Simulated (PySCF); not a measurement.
Species: CH$_{3}$F$_{2}$In (charge 0, singlet). 
Geometry from a B3LYP-D3(BJ)/def2-TZVP (Ansatz) optimisation:
SMILES: [CH3][In]([F])[F]
```xyz
7

C     -2.1257    -0.3006    -0.0888
In    -0.0099    -0.0016    -0.0012
F      1.3667    -1.3918     0.0705
F      0.9272     1.7171     0.0271
H     -2.3239    -1.2561    -0.5666
H     -2.5698     0.5158    -0.6519
H     -2.5105    -0.3042     0.9288
```
Charge 0, spin multiplicity 1.

Dispersion corrections to the total energy (kcal/mol) from the dftd3 and dftd4 libraries through PySCF: D3(BJ) without and D4 with the three-body term, each with the damping fitted for the functional named.

| functional | D3(BJ) | D4 |
|---|---|---|
| B3LYP | -4.10 | -3.81 |
| BP86 | -3.88 | ___ |
| LC-wPBE | -2.22 | -2.65 |
| BHLYP | -3.54 | ___ |
| PW6B95 | -1.35 | -2.08 |
| HF | ___ | -8.04 |
| B2PLYP | -2.07 | -1.61 |

Problem. What belongs in the gaps?

Solution. 
- BP86, D4: -3.19
- BHLYP, D4: -3.23
- HF, D3(BJ): -19.97
